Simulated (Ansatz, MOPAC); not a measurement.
Molecule: C$_{5}$H$_{12}$Se (charge 0, singlet). SMILES: CCCC[Se]C

Atoms: C1, C2, C3, C4, Se5, C6, H7, H8, H9, H10, H11, H12, H13, H14, H15, H16, H17, H18. Bonds: C1-C2, C1-H7, C1-H8, C1-H9, C2-C3, C2-H10, C2-H11, C3-C4, C3-H12, C3-H13, C4-Se5, C4-H14, C4-H15, Se5-C6, C6-H16, C6-H17, C6-H18.

Bond lengths (Å) and angles (degrees) optimised at PM6 with MOPAC; MNDO with MOPAC; HF/STO-3G with Ansatz (a quantum-chemistry and plane-wave program), each started from the B3LYP-D3(BJ)/def2-TZVP structure (Ansatz) of the last column. A row stands for all coordinates that are equal there; 13 of 31 kinds are shown. No wavenumbers were computed at MNDO, HF/STO-3G, so these may be saddle points.

```
coordinate             PM6            MNDO  HF/STO-3G  B3LYP-D3(BJ)/def2-TZVP
----------  --------------  --------------  ---------  ----------------------
C1-C2                1.526           1.531      1.541                   1.526
C1-H7       1.096 to 1.105  1.106 to 1.110      1.087                   1.091
C1-H8                1.096           1.109      1.086                   1.093
C2-C3                1.540           1.543      1.546                   1.529
C2-H10               1.107           1.115      1.089                   1.095
C3-C4                1.524           1.525      1.544                   1.521
C3-H12               1.110           1.115      1.088                   1.094
C4-Se5               1.972           1.974      1.941                   1.973
C1-C2-C3             111.5           114.6      112.2                   112.7
C2-C3-C4             110.6           113.7      111.9                   112.5
C3-C4-Se5            109.6           109.5      111.5                   110.7
C4-Se5-C6             96.6           100.1       96.6                    96.8
C2-C1-H7             111.2           110.1      110.5                   111.4
```

A range marks coordinates that this level makes unequal.

Mean signed difference of all 17 bond lengths from B3LYP-D3(BJ)/def2-TZVP: PM6 0.007 Å, MNDO 0.013 Å, HF/STO-3G -0.004 Å.
